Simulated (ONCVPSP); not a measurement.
# What one change does to a pseudopotential (iridium, ONCV)

ONCVPSP 4.0.1 input, shortened (lines: element, Z, core and valence counts, functional; n l f; lmax; l rc ep ncon nbas qcut; lloc lpopt rc5 dvloc0; l nproj debl; icmod fcfact rcfact), PBE, scalar-relativistic:

```
  Ir 77.00   10    3        4      upf
    1    0    2.00
    2    0    2.00
    2    1    6.00
    3    0    2.00
    3    1    6.00
    3    2   10.00
    4    0    2.00
    4    1    6.00
    4    2   10.00
    4    3   14.00
    5    0    2.00
    5    1    6.00
    5    2    6.00
    3
    0    1.50    0.00    4    8    8.80
    1    1.90    0.00    5    8    7.70
    2    2.25    0.00    3    7    8.50
    3    1.85    0.47    3    6    6.10
    4    2    1.20    6.00
    0    2    0.60
    1    2    1.80
    2    1    1.60
    3    1    0.90
    3    4.00    1.00
```

In the s channel the program set the typed energies aside and used -4.761, 0.050 Ha. In the p channel the program set the typed energies aside and used -3.162, 0.050 Ha.

Change: p: qcut 8.8.

Cutoffs: the cutoffs (Ha) at which the residual kinetic energy of the hardest occupied pseudo-wave falls to 1 and 0.1 mHa per electron; they do not see the model core or the augmentation charge, which bear on the density cutoff. Errors are all-electron minus pseudo energies relative to the spin-unpolarised reference configuration.

Q: Predict the effect on cutoff, ghosts and configuration errors.

A: The potential gets neither clearly harder nor softer (28 Ha and 32 Ha → 28 Ha and 32 Ha); the s channel sets the loose cutoff, while the largest relative change is in p, which becomes harder; the errors of the 4 common tests hardly move; neither file shows a bound ghost.

```tsv
quantity	base	changed
cutoff, loose	28 Ha	28 Ha
cutoff, tight	32 Ha	32 Ha
loose cutoff by channel	s 28 Ha, p 14 Ha, d 18 Ha	s 28 Ha, p 23 Ha, d 18 Ha
bound ghosts	none	none
GHOST(+) flags under 300 eV	none	none
error for 5s2 5p6 5d7 6s2, meV [ΔE -57.89 eV]	+25	+25
error for 5s2 5p6 5d7 6s1, meV [ΔE -48.01 eV]	+18	+18
error for 5s2 5p6 5d7, meV [ΔE -30.54 eV]	+7.6	+7.6
error for 5s2 5p6 5d8, meV [ΔE -49.26 eV]	+14	+13
s: phases at 1.52 bohr within 0.05 rad from the reference energy up to (Ha; the scan ends near 5)	to the end of the scan	to the end of the scan
p: phases at 1.93 bohr within 0.05 rad from the reference energy up to (Ha; the scan ends near 5)	to the end of the scan	to the end of the scan
d: phases at 2.29 bohr within 0.05 rad from the reference energy up to (Ha; the scan ends near 5)	to the end of the scan	to the end of the scan
f: phases at 1.88 bohr within 0.05 rad from the reference energy up to (Ha; the scan ends near 5)	n/a	n/a
rms error of d²Exc/dni dnj with the model core, mHa	4.77	4.75
```
